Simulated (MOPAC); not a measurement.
MOPAC input (PM3):

```
PM3 1SCF UHF MS=0.5 GEO-OK AUX(PRECISION=9) THREADS=1
C5H7Ge

Ge    1.60233000 1   -0.09262200 1    0.26263600 1
C    -0.29489300 1    0.03361600 1   -0.05589800 1
C    -1.07879400 1    1.11001900 1    0.20177000 1
C    -2.50769300 1    0.78988900 1   -0.12121700 1
C    -2.43642000 1   -0.63411700 1   -0.58802800 1
C    -1.16320200 1   -1.05488600 1   -0.53837500 1
H     2.28728700 1   -1.00813800 1   -0.77872300 1
H     2.24596400 1    1.31257700 1    0.27881200 1
H    -0.74969900 1    2.06774400 1    0.57818100 1
H    -3.16108300 1    0.90773200 1    0.75244700 1
H    -2.91253600 1    1.45818700 1   -0.89111000 1
H    -3.29250500 1   -1.20535200 1   -0.91506600 1
H    -0.80599400 1   -2.03596500 1   -0.81839800 1
```

Output:

```
 *******************************************************************************
 **                                                                           **
 **                              MOPAC v23.2.5                                **
 **                                                                           **
 *******************************************************************************
 ** MOPAC's Digital Object Identifier: https://doi.org/10.5281/zenodo.6511958 **
 **                                                                           **
 ** Please cite the open-source release paper for use of this MOPAC version:  **
 ** J. E. Moussa and J. J. P. Stewart (2026)                                  **
 ** MOPAC: An open-source semiempirical molecular orbital program             **
 ** J. Open Source Softw., 11(119), 8025, https://doi.org/10.21105/joss.08025 **
 *******************************************************************************

                              PM3 CALCULATION RESULTS

 *******************************************************************************
 *  PM3        - The PM3 Hamiltonian to be used
 *  GEO-OK     - OVERRIDE INTERATOMIC DISTANCE AND OTHER SAFETY CHECKS
 *  UHF        - UNRESTRICTED HARTREE-FOCK CALCULATION
 *  MS=        - IN MECI, MAGNETIC COMPONENT OF SPIN =  0.5
 *  1SCF       - DO 1 SCF AND THEN STOP
 *  AUX        - OUTPUT AUXILIARY INFORMATION
 *******************************************************************************
PM3 1SCF UHF MS=0.5 GEO-OK AUX(PRECISION=9) THREADS=1
 C5H7Ge

   ATOM   CHEMICAL          X               Y               Z
  NUMBER   SYMBOL      (ANGSTROMS)     (ANGSTROMS)     (ANGSTROMS)

     1      Ge          1.60233000  *  -0.09262200  *   0.26263600  *
     2       C         -0.29489300  *   0.03361600  *  -0.05589800  *
     3       C         -1.07879400  *   1.11001900  *   0.20177000  *
     4       C         -2.50769300  *   0.78988900  *  -0.12121700  *
     5       C         -2.43642000  *  -0.63411700  *  -0.58802800  *
     6       C         -1.16320200  *  -1.05488600  *  -0.53837500  *
     7       H          2.28728700  *  -1.00813800  *  -0.77872300  *
     8       H          2.24596400  *   1.31257700  *   0.27881200  *
     9       H         -0.74969900  *   2.06774400  *   0.57818100  *
    10       H         -3.16108300  *   0.90773200  *   0.75244700  *
    11       H         -2.91253600  *   1.45818700  *  -0.89111000  *
    12       H         -3.29250500  *  -1.20535200  *  -0.91506600  *
    13       H         -0.80599400  *  -2.03596500  *  -0.81839800  *

          CARTESIAN COORDINATES

    NO.       ATOM           X           Y           Z

     1        Ge          1.6023     -0.0926      0.2626
     2         C         -0.2949      0.0336     -0.0559
     3         C         -1.0788      1.1100      0.2018
     4         C         -2.5077      0.7899     -0.1212
     5         C         -2.4364     -0.6341     -0.5880
     6         C         -1.1632     -1.0549     -0.5384
     7         H          2.2873     -1.0081     -0.7787
     8         H          2.2460      1.3126      0.2788
     9         H         -0.7497      2.0677      0.5782
    10         H         -3.1611      0.9077      0.7524
    11         H         -2.9125      1.4582     -0.8911
    12         H         -3.2925     -1.2054     -0.9151
    13         H         -0.8060     -2.0360     -0.8184

  H: (PM3): J. J. P. STEWART, J. COMP. CHEM. 10, 209 (1989).
  C: (PM3): J. J. P. STEWART, J. COMP. CHEM. 10, 209 (1989).
 Ge: (PM3): J. J. P. STEWART, J. COMP. CHEM. 12, 320-341 (1991).

           Empirical Formula: C5 H7 Ge  =    13 atoms

      MOLECULAR POINT GROUP   :   C1

          UHF CALCULATION, NO. OF ALPHA ELECTRONS =   16
                           NO. OF BETA  ELECTRONS =   15

 -------------------------------------------------------------------------------
 PM3 1SCF UHF MS=0.5 GEO-OK AUX(PRECISION=9) THREADS=1
 C5H7Ge

     1SCF WAS SPECIFIED, SO BFGS WAS NOT USED
     SCF FIELD WAS ACHIEVED

                              PM3 CALCULATION
                                                       MOPAC v23.2.5 Linux

          FINAL HEAT OF FORMATION =         69.79064 KCAL/MOL =     292.00405 KJ/MOL

          COSMO AREA              =        146.41 SQUARE ANGSTROMS
          COSMO VOLUME            =        141.20 CUBIC ANGSTROMS

          IONIZATION POTENTIAL    =          9.236523 EV
          ALPHA SOMO LUMO (EV)    =         -9.237  0.224
          BETA  SOMO LUMO (EV)    =         -9.326 -1.682
          NO. OF ALPHA ELECTRONS  =         16
          NO. OF BETA  ELECTRONS  =         15
          MOLECULAR WEIGHT        =        139.7003         POINT GROUP:  C1

          MOLECULAR DIMENSIONS (Angstroms)

            Atom       Atom       Distance
            H    12    H     8     6.20000
            H     7    H    10     4.61567
            H    11   Ge     1     2.04034

          SCF CALCULATIONS        =          1

   ATOM   CHEMICAL          X               Y               Z
  NUMBER   SYMBOL      (ANGSTROMS)     (ANGSTROMS)     (ANGSTROMS)

     1      Ge          1.60233000  *  -0.09262200  *   0.26263600  *
     2       C         -0.29489300  *   0.03361600  *  -0.05589800  *
     3       C         -1.07879400  *   1.11001900  *   0.20177000  *
     4       C         -2.50769300  *   0.78988900  *  -0.12121700  *
     5       C         -2.43642000  *  -0.63411700  *  -0.58802800  *
     6       C         -1.16320200  *  -1.05488600  *  -0.53837500  *
     7       H          2.28728700  *  -1.00813800  *  -0.77872300  *
     8       H          2.24596400  *   1.31257700  *   0.27881200  *
     9       H         -0.74969900  *   2.06774400  *   0.57818100  *
    10       H         -3.16108300  *   0.90773200  *   0.75244700  *
    11       H         -2.91253600  *   1.45818700  *  -0.89111000  *
    12       H         -3.29250500  *  -1.20535200  *  -0.91506600  *
    13       H         -0.80599400  *  -2.03596500  *  -0.81839800  *

                             CARTESIAN COORDINATES

   1   Ge        1.602330000    -0.092622000     0.262636000
   2    C       -0.294893000     0.033616000    -0.055898000
   3    C       -1.078794000     1.110019000     0.201770000
   4    C       -2.507693000     0.789889000    -0.121217000
   5    C       -2.436420000    -0.634117000    -0.588028000
   6    C       -1.163202000    -1.054886000    -0.538375000
   7    H        2.287287000    -1.008138000    -0.778723000
   8    H        2.245964000     1.312577000     0.278812000
   9    H       -0.749699000     2.067744000     0.578181000
  10    H       -3.161083000     0.907732000     0.752447000
  11    H       -2.912536000     1.458187000    -0.891110000
  12    H       -3.292505000    -1.205352000    -0.915066000
  13    H       -0.805994000    -2.035965000    -0.818398000

           Empirical Formula: C5 H7 Ge  =    13 atoms

      MOLECULAR POINT GROUP   :   C1

          ALPHA EIGENVALUES
 -39.19115 -27.46410 -26.64833 -19.26423 -18.31874 -17.43108 -14.96498 -14.10347
 -13.75086 -13.46339 -12.85693 -11.94699 -11.73569 -11.28467  -9.97294  -9.23652
   0.22446   0.51935   0.71099   2.13996   2.89281   3.37387   3.62542   3.94360
   4.09486   4.37268   4.42864   4.74792   5.65075   5.85230   6.09838

           BETA EIGENVALUES
 -39.16870 -27.21619 -26.87179 -19.27167 -18.25180 -17.58327 -14.91937 -14.35761
 -13.72410 -13.40545 -12.92194 -11.93827 -11.75676 -11.00779  -9.32565  -1.68167
   0.28828   0.65570   0.66161   2.11041   2.94758   3.39115   3.77865   3.91148
   4.04288   4.44063   4.44541   4.78421   5.70442   5.81483   6.08761

              NET ATOMIC CHARGES AND DIPOLE CONTRIBUTIONS

  ATOM NO.   TYPE          CHARGE      No. of ELECS.   s-Pop       p-Pop
    1         Ge           0.336742        3.6633     0.73566     2.92760
    2          C          -0.253449        4.2534     1.25682     2.99662
    3          C          -0.118764        4.1188     1.20780     2.91096
    4          C          -0.051325        4.0513     1.14324     2.90809
    5          C          -0.173622        4.1736     1.20451     2.96911
    6          C          -0.093094        4.0931     1.18929     2.90381
    7          H          -0.068695        1.0687     1.06869
    8          H          -0.072735        1.0727     1.07273
    9          H           0.113629        0.8864     0.88637
   10          H           0.077554        0.9224     0.92245
   11          H           0.077337        0.9227     0.92266
   12          H           0.114731        0.8853     0.88527
   13          H           0.111692        0.8883     0.88831
 DIPOLE           X         Y         Z       TOTAL
 POINT-CHG.     0.281     0.108     0.620     0.689
 HYBRID        -0.770     0.235    -0.451     0.923
 SUM           -0.489     0.343     0.169     0.621

          ATOMIC ORBITAL ELECTRON POPULATIONS

     Atom    s        px        py        pz
    1 Ge   0.73566   0.88784   1.02227   1.01750
    2  C   1.25682   1.02577   0.96223   1.00862
    3  C   1.20780   0.94963   0.98084   0.98049
    4  C   1.14324   0.95623   0.95105   1.00082
    5  C   1.20451   0.97901   0.96817   1.02193
    6  C   1.18929   0.93886   0.97255   0.99239
    7  H   1.06869
    8  H   1.07273
    9  H   0.88637
   10  H   0.92245
   11  H   0.92266
   12  H   0.88527
   13  H   0.88831

                    (SZ)    =    0.500000
                    (S**2)  =    0.981957

          ATOMIC ORBITAL SPIN POPULATIONS

    Atom   Total    s     px     py     pz
         Atomic
    1 Ge  1.2064  0.162  0.120  0.231  0.694
    2  C -0.4607 -0.043 -0.075 -0.069 -0.274
    3  C  0.5028  0.033  0.039  0.075  0.356
    4  C -0.0170 -0.002 -0.025  0.012 -0.002
    5  C -0.3363 -0.022 -0.031 -0.044 -0.239
    6  C  0.3061  0.023  0.035  0.047  0.202
    7  H -0.0931 -0.093
    8  H -0.0885 -0.089
    9  H -0.0334 -0.033
   10  H  0.0050  0.005
   11  H  0.0055  0.005
   12  H  0.0222  0.022
   13  H -0.0190 -0.019

 **********************
 *                    *
 * JOB ENDED NORMALLY *
 *                    *
 **********************

 == MOPAC DONE ==
```

The geometry given is a B3LYP-D3(BJ)/def2-TZVP minimum.

The determinant is spin-contaminated: <S^2> is 0.98 against 0.75 for a pure state.
